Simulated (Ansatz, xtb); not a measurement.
**Relative energy of two conformers of BFH3NO2**

We compare X, `NOB(O)F`, a singlet, with Y, `NOB(O)F`, a singlet. Both are isolated molecules in the gas phase, relaxed with B3LYP-D3(BJ)/def2-SVP.

X (Å):

```xyz
8

B     0.6697   -0.7764    1.2461
F     1.5634   -0.2614    2.1013
N    -1.2312   -2.1435    0.9116
O    -0.2673   -1.5847    1.8139
O     0.7334   -0.4870   -0.0724
H    -2.1259   -1.8706    1.3287
H    -1.1641   -3.1493    1.0929
H     1.4698    0.1035   -0.2743
```

Y (Å):

```yaml
atoms:
  - { symbol: B, position_ang: [-1.7081, 1.1668, 1.3995] }
  - { symbol: F, position_ang: [-0.4460, 0.9659, 1.7832] }
  - { symbol: N, position_ang: [-1.0365, 0.9366, -0.8569] }
  - { symbol: O, position_ang: [-2.0872, 1.1681, 0.0899] }
  - { symbol: O, position_ang: [-2.6829, 1.3823, 2.3174] }
  - { symbol: H, position_ang: [-1.1081, 1.7411, -1.4869] }
  - { symbol: H, position_ang: [-1.3903, 0.1510, -1.4109] }
  - { symbol: H, position_ang: [-2.3434, 1.3681, 3.2203] }
```

Task: Estimate E(Y) − E(X) at the level CCSD(T)/def2-SVP + ΔMP2/def2-TZVPP.

Result: Too close to call at this level: CCSD(T)/def2-SVP + ΔMP2/def2-TZVPP gives E(Y) − E(X) = +0.015 eV.

The same difference at several levels:

```
                             level               geometry  E(Y) − E(X) (eV)  departure from the last row (eV)  job, with rough time for the two
             B3LYP-D3(BJ)/def2-SVP  B3LYP-D3(BJ)/def2-SVP              +0.016                            +0.001             optimisation, 7.9 min
                       HF/def2-SVP  B3LYP-D3(BJ)/def2-SVP              +0.010                            −0.005           part of the CCSD(T) run
                      MP2/def2-SVP  B3LYP-D3(BJ)/def2-SVP              +0.012                            −0.003           part of the CCSD(T) run
                  CCSD(T)/def2-SVP  B3LYP-D3(BJ)/def2-SVP              +0.015                             0.000                      single point
CCSD(T)/def2-SVP + ΔMP2/def2-TZVPP  B3LYP-D3(BJ)/def2-SVP              +0.015                                                  single point, 62 s
```

The largest departure from CCSD(T)/def2-SVP + ΔMP2/def2-TZVPP is that of HF/def2-SVP, 0.005 eV. Levels run at GFN2-xTB geometries aren't shown. The last row adds to CCSD(T) the change of the MP2 difference between the two basis sets, here 0.000 eV.

With harmonic frequencies from B3LYP-D3(BJ)/def2-SVP (ideal gas, rigid rotor, one conformer each, 298.15 K, 1 atm): on the last row, ΔE + ΔZPE = +0.015 eV. A mode under 50 cm⁻¹ makes harmonic enthalpies and free energies unreliable, so none is given.

The correlated steps freeze 5 core orbitals. Codes used: Ansatz 0.2.0; the last row on 1 thread of AMD EPYC (Zen 3) on a shared host.
